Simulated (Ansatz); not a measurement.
CH5FNSi (`[CH2][SiH](N)F`) radical. The species carries charge 0 and has multiplicity 2.

Z-matrix (Å, degrees):
```
Si
N 1 1.699
F 1 1.607 2 114.5
C 1 1.832 2 109.8 3 119.3
H 1 1.483 2 106.8 3 -115.8
H 2 1.007 1 121.1 3 77.8
H 2 1.007 1 121.8 3 -74.2
H 4 1.085 1 122.4 2 -143.9
H 4 1.085 1 122.5 2 40.1
```

Question: List the harmonic frequencies (cm⁻¹, unscaled) at PBE0-D4/def2-TZVP in Ansatz. (Estimate.)

Answer: Ansatz gave: 132, 211, 267, 301, 339, 391, 592, 707, 740, 745, 834, 879, 916, 950, 1392, 1582, 2235, 3149, 3245, 3611, 3706.

Question: Is this a minimum?

Answer: Yes, all 21 modes are real.

Question: Give the ideal-gas thermochemistry at 298.15 K and 1 bar (rigid rotor, harmonic oscillator; point group C1, symmetry number 1).

Answer: Zero-point energy 161.0 kJ/mol; H(298) − E = 180.1 kJ/mol; entropy 324.9 J/(mol·K), of which translation 163.2, rotation 105.3, vibration 50.5, electronic 5.8; G(298) − E = 83.3 kJ/mol.
